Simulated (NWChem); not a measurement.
Everything below was run with NWChem. System: CH$_{3}$OS, charge 0, spin multiplicity 2, at a geometry optimised with UPBE0/def2-SVP. The structure started from a generated list of species. Its SCF solution wasn't tested for a lower state. Level: UB3LYP/def2-SVP, VWN1-RPA local correlation.

Output (cleaned and shortened):

```
             Northwest Computational Chemistry Package (NWChem) 7.3.0
             --------------------------------------------------------

                                NWChem Input Module
                                -------------------

 Scaling coordinates for geometry "geometry" by  1.889725989
 (inverse scale =  0.529177249)

 Turning off AUTOSYM since
 SYMMETRY directive was detected!

                             Geometry "geometry" -> ""
                             -------------------------

 Output coordinates in angstroms (scale by  1.889725989 to convert to a.u.)

  No.       Tag          Charge          X              Y              Z
 ---- ---------------- ---------- -------------- -------------- --------------
    1 C                    6.0000     0.31175400    -1.39136200     0.00000000
    2 S                   16.0000    -0.50963500     0.21933700     0.00000000
    3 O                    8.0000     0.60880200     1.24681600     0.00000000
    4 H                    1.0000     0.93809500    -1.48164600    -0.89942800
    5 H                    1.0000    -0.46296600    -2.17245400     0.00000000
    6 H                    1.0000     0.93809500    -1.48164600     0.89942800

 Effective nuclear repulsion energy (a.u.)     106.4863176301

            Nuclear Dipole moment (a.u.)
            ----------------------------
        X                 Y               Z
 ---------------- ---------------- ----------------
     0.0000075589     0.0000037795     0.0000000000

      Symmetry information
      --------------------

 Group name             Cs
 Group number              2
 Group order               2
 No. of unique centers     5

      Symmetry unique atoms

     1    2    3    4    5


 Summary of "ao basis" -> "" (spherical)
 ------------------------------------------------------------------------------
       Tag                 Description            Shells   Functions and Types
 ---------------- ------------------------------  ------  ---------------------
 *                          def2-svp                  on all atoms

                                 NWChem DFT Module
                                 -----------------

 Summary of "ao basis" -> "ao basis" (spherical)
 ------------------------------------------------------------------------------
       Tag                 Description            Shells   Functions and Types
 ---------------- ------------------------------  ------  ---------------------
 C                          def2-svp                 6       14   3s2p1d
 S                          def2-svp                 8       18   4s3p1d
 O                          def2-svp                 6       14   3s2p1d
 H                          def2-svp                 3        5   2s1p

 Summary of "ao basis" -> "ao basis" (spherical)
 ------------------------------------------------------------------------------
       Tag                 Description            Shells   Functions and Types
 ---------------- ------------------------------  ------  ---------------------
 C                          def2-svp                 6       14   3s2p1d
 S                          def2-svp                 8       18   4s3p1d
 O                          def2-svp                 6       14   3s2p1d
 H                          def2-svp                 3        5   2s1p

      Symmetry analysis of basis
      --------------------------

        a'         42
        a"         19

            General Information
            -------------------
          SCF calculation type: DFT
          Wavefunction type:  spin polarized.
          No. of atoms     :     6
          No. of electrons :    33
           Alpha electrons :    17
            Beta electrons :    16
          Charge           :     0
          Spin multiplicity:     2
          Use of symmetry is: on ; symmetry adaption is: on
          Maximum number of iterations: 100
          AO basis - number of functions:    61
                     number of shells:    29
          Convergence on energy requested:  1.00D-06
          Convergence on density requested:  1.00D-05
          Convergence on gradient requested:  5.00D-04

              XC Information
[...]
    35      0.590838  3 O  s                 40     -0.330182  3 O  py
    26     -0.249644  2 S  py                39     -0.250822  3 O  px

 Vector   20  Occ=0.000000D+00  E= 8.509148D-02  Symmetry=a'
              MO Center= -5.0D-02, -8.6D-01, -1.1D-13, r^2= 3.2D+00
   Bfn.  Coefficient  Atom+Function         Bfn.  Coefficient  Atom+Function
  ----- ------------  ---------------      ----- ------------  ---------------
     8      1.081322  1 C  py                53      0.901995  5 H  s
    18     -0.855306  2 S  s                 25     -0.776779  2 S  px
     3     -0.508956  1 C  s                 26      0.477293  2 S  py
    48      0.438227  4 H  s                 58      0.438227  6 H  s
     5      0.398643  1 C  py                17     -0.392190  2 S  s

                     DFT Final Beta Molecular Orbital Analysis
                     -----------------------------------------

 Vector   14  Occ=1.000000D+00  E=-3.758301D-01  Symmetry=a'
              MO Center=  2.9D-02,  4.2D-01, -4.1D-15, r^2= 2.6D+00
   Bfn.  Coefficient  Atom+Function         Bfn.  Coefficient  Atom+Function
  ----- ------------  ---------------      ----- ------------  ---------------
    37      0.409653  3 O  py                22     -0.312494  2 S  px
    25     -0.278090  2 S  px                40      0.265429  3 O  py
    18      0.235755  2 S  s                  4      0.194448  1 C  px
    52     -0.174261  5 H  s                 19     -0.170746  2 S  px
    35      0.151579  3 O  s                 36      0.110256  3 O  px

 Vector   15  Occ=1.000000D+00  E=-3.415222D-01  Symmetry=a"
              MO Center=  1.7D-01,  5.3D-01,  1.9D-15, r^2= 1.9D+00
   Bfn.  Coefficient  Atom+Function         Bfn.  Coefficient  Atom+Function
  ----- ------------  ---------------      ----- ------------  ---------------
    38      0.401590  3 O  pz                27      0.391891  2 S  pz
    24      0.309353  2 S  pz                41      0.291996  3 O  pz
    21      0.175229  2 S  pz                 6     -0.160885  1 C  pz
    47      0.131163  4 H  s                 57     -0.131163  6 H  s
     9     -0.098350  1 C  pz                31     -0.053795  2 S  d  1

 Vector   16  Occ=1.000000D+00  E=-2.679813D-01  Symmetry=a'
              MO Center=  2.2D-01,  5.7D-01, -3.4D-16, r^2= 2.1D+00
   Bfn.  Coefficient  Atom+Function         Bfn.  Coefficient  Atom+Function
  ----- ------------  ---------------      ----- ------------  ---------------
    36      0.407664  3 O  px                37     -0.338141  3 O  py
    39      0.308341  3 O  px                40     -0.277356  3 O  py
    18      0.272406  2 S  s                  5     -0.251032  1 C  py
     3     -0.244212  1 C  s                 25     -0.201579  2 S  px
    22     -0.179128  2 S  px                 7      0.137709  1 C  px

 Vector   17  Occ=0.000000D+00  E=-1.046120D-01  Symmetry=a"
              MO Center=  6.9D-03,  5.7D-01, -1.2D-16, r^2= 2.0D+00
   Bfn.  Coefficient  Atom+Function         Bfn.  Coefficient  Atom+Function
  ----- ------------  ---------------      ----- ------------  ---------------
    27      0.544055  2 S  pz                38     -0.461908  3 O  pz
    41     -0.435699  3 O  pz                24      0.346607  2 S  pz
    21      0.190535  2 S  pz                48      0.177490  4 H  s
    58     -0.177490  6 H  s                  9      0.101864  1 C  pz
    47      0.097928  4 H  s                 57     -0.097928  6 H  s

 Vector   18  Occ=0.000000D+00  E= 4.421341D-02  Symmetry=a'
              MO Center= -2.2D-02, -6.3D-01,  9.5D-17, r^2= 4.4D+00
   Bfn.  Coefficient  Atom+Function         Bfn.  Coefficient  Atom+Function
  ----- ------------  ---------------      ----- ------------  ---------------
     3      2.014916  1 C  s                 26      0.943524  2 S  py
    48     -0.826264  4 H  s                 58     -0.826264  6 H  s
    53     -0.612987  5 H  s                 35     -0.332182  3 O  s
    39      0.286732  3 O  px                 2      0.256526  1 C  s
    23      0.241677  2 S  py                 8      0.218646  1 C  py

 Vector   19  Occ=0.000000D+00  E= 6.517672D-02  Symmetry=a'
              MO Center= -6.5D-02, -9.0D-01,  1.4D-14, r^2= 4.5D+00
   Bfn.  Coefficient  Atom+Function         Bfn.  Coefficient  Atom+Function
  ----- ------------  ---------------      ----- ------------  ---------------
     3      1.854407  1 C  s                 53     -1.147106  5 H  s
    48     -0.714093  4 H  s                 58     -0.714093  6 H  s
    18     -0.686553  2 S  s                 25     -0.612103  2 S  px
    35      0.580455  3 O  s                 26     -0.497780  2 S  py
     8     -0.325746  1 C  py                40     -0.285189  3 O  py

   alpha - beta orbital overlaps
   -----------------------------

   alpha      1      2      3      4      5      6      7      8      9     10
    beta      1      2      3      4      5      7      6      8      9     10
 overlap   1.000  1.000  1.000  1.000  0.999  1.000  0.999  0.999  0.996  0.996

   alpha     11     12     13     14     15     16     17     18     19     20
    beta     12     11     13     15     14     16     17     18     19     20
 overlap   0.963  0.991  0.991  0.950  0.996  1.000  0.986  0.987  0.966  0.978

   alpha     21     22     23     24     25     26     27     28     29     30
    beta     21     22     23     24     25     26     29     27     28     30
 overlap   1.000  0.999  0.999  0.999  0.997  0.997  0.995  0.990  0.993  0.972

   alpha     31     32     33     34     35     36     37     38     39     40
    beta     31     32     33     35     34     36     37     38     39     40
 overlap   0.914  0.919  0.950  0.973  0.999  0.999  0.998  0.998  0.983  0.980

   alpha     41     42     43     44     45     46     47     48     49     50
    beta     41     42     43     44     45     46     47     48     49     50
 overlap   0.998  0.999  1.000  0.999  1.000  1.000  1.000  1.000  1.000  1.000

   alpha     51     52     53     54     55     56     57     58     59     60
    beta     51     52     53     55     54     56     58     57     59     60
 overlap   1.000  1.000  1.000  1.000  0.736  0.736  0.999  1.000  0.999  1.000

   alpha     61
    beta     61
 overlap   0.999

     --------------------------
     Expectation value of S2:
     --------------------------
      <S2> =      0.7536 (Exact =     0.7500)

 center of mass
 --------------
 x =  -0.04173094 y =   0.15249371 z =   0.00000000

 moments of inertia (a.u.)
 ------------------
         214.390602708066          -6.022259263755           0.000000000000
          -6.022259263755          67.808761575838           0.000000000000
           0.000000000000           0.000000000000         270.553396163744

     Multipole analysis of the density
     ---------------------------------

     L   x y z        total         alpha         beta         nuclear
     -   - - -        -----         -----         ----         -------
     0   0 0 0     -0.000000    -17.000000    -16.000000     33.000000

     1   1 0 0     -0.338689     -0.188756     -0.149941      0.000008
     1   0 1 0     -1.103426     -1.141451      0.038021      0.000004
     1   0 0 1     -0.000000     -0.000000      0.000000      0.000000

     2   2 0 0    -18.879360    -27.787908    -25.653247     34.561795
     2   1 1 0     -1.166738     -0.998397      0.162516     -0.330857
     2   1 0 1     -0.000000     -0.000000     -0.000000      0.000000
     2   0 2 0    -19.137249    -71.928478    -68.380611    121.171840
     2   0 1 1      0.000000      0.000000     -0.000000      0.000000
     2   0 0 2    -17.982225    -12.851287    -10.908711      5.777773

 Task  times  cpu:        3.2s     wall:        3.2s

 Total times  cpu:        3.2s     wall:        3.2s
```

### Question
Write an NWChem input that would produce this output.

### Answer
One answer among several that fit: 
```
start mol
memory heap 200 mb stack 900 mb global 1100 mb
geometry units angstroms nocenter noautoz
  C      0.311754    -1.391362     0.000000
  S     -0.509635     0.219337     0.000000
  O      0.608802     1.246816     0.000000
  H      0.938095    -1.481646    -0.899428
  H     -0.462966    -2.172454     0.000000
  H      0.938095    -1.481646     0.899428
  symmetry group Cs
end
basis spherical
  * library def2-svp
end
dft
  xc b3lyp
  odft
  mult 2
  semidirect memsize 60000000 filesize 0
  iterations 100
end
task dft energy
```
